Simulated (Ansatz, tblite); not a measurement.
Removing and adding an electron: HgF2. The state is a singlet with charge 0. Geometry: PBE0-D4/def2-TZVP. Ansatz, gas phase; energy differences of separate SCF runs; the oxidised species was run as a doublet alone; the reduced species was run as a doublet alone.

```tsv
atom	x (Å)	y (Å)	z (Å)
Hg1	0.0000	0.0000	0.0000
F2	0.4500	1.4896	-1.1204
F3	-0.4499	-1.4896	1.1204
```

In the def2 sets Hg takes a core potential; there is no spin–orbit coupling. The xTB rows come from tblite. Correlated methods freeze 2 core orbitals; core or outer-core shells of Hg are correlated, in sets that lack core-valence functions. In CCSD on the charge 1 doublet the largest single amplitude is 0.26, so its Hartree–Fock determinant may place the open shell otherwise than the density functionals do.

```csv
level,−HOMO (eV),vertical IE (eV),−LUMO (eV),vertical EA (eV),HOMO–LUMO gap (eV),IE − EA (eV),remarks
GFN2-xTB,13.89,18.19,9.88,5.69,4.00,12.50,–
HF/def2-TZVPP,–,11.71,–,–,–,–,–
PBE-D4/def2-TZVP,8.30,12.27,3.44,–,4.87,–,–
r2SCAN-D4/def2-TZVP,8.72,12.47,3.22,–,5.50,–,–
r2SCAN-D4/def2-TZVPD,8.78,–,3.26,0.36,5.52,–,HOMO above zero (-1 doublet)
MP2/def2-TZVPD,–,–,–,0.34,–,–,HOMO above zero (-1 doublet)
MP2/def2-TZVPP,–,13.92,–,–,–,–,–
CCSD(T)/def2-TZVPD,–,–,–,0.23,–,–,HOMO above zero (-1 doublet)
```

**Question.** Estimate the rows for GFN1-xTB, HF/def2-TZVPD, PBE-D4/def2-TZVPD, PBE0-D4/def2-TZVP, PBE0-D4/def2-TZVPD, CCSD/def2-TZVPD, CCSD/def2-TZVPP, CCSD(T)/def2-TZVPP.

**Answer.** 
```csv
level,−HOMO (eV),vertical IE (eV),−LUMO (eV),vertical EA (eV),HOMO–LUMO gap (eV),IE − EA (eV),remarks
GFN1-xTB,14.07,18.20,10.45,6.76,3.62,11.45,–
HF/def2-TZVPD,–,–,–,-0.52,–,–,HOMO above zero (-1 doublet)
PBE-D4/def2-TZVPD,8.40,–,3.51,0.46,4.88,–,HOMO above zero (-1 doublet)
PBE0-D4/def2-TZVP,10.24,12.84,2.37,–,7.87,–,–
PBE0-D4/def2-TZVPD,10.30,–,2.44,0.38,7.86,–,HOMO above zero (-1 doublet)
CCSD/def2-TZVPD,–,–,–,0.19,–,–,HOMO above zero (-1 doublet)
CCSD/def2-TZVPP,–,13.31,–,–,–,–,–
CCSD(T)/def2-TZVPP,–,13.32,–,–,–,–,–
```

   A HOMO above zero means that the electron is unbound at that level or that self-interaction error raises the level; the energy of removing that electron tells which. Raw xTB energy differences between charge states are shifted by several eV; the methods need an empirical correction for them. A negative affinity means that the extra electron isn't bound; its size then hangs on the basis.
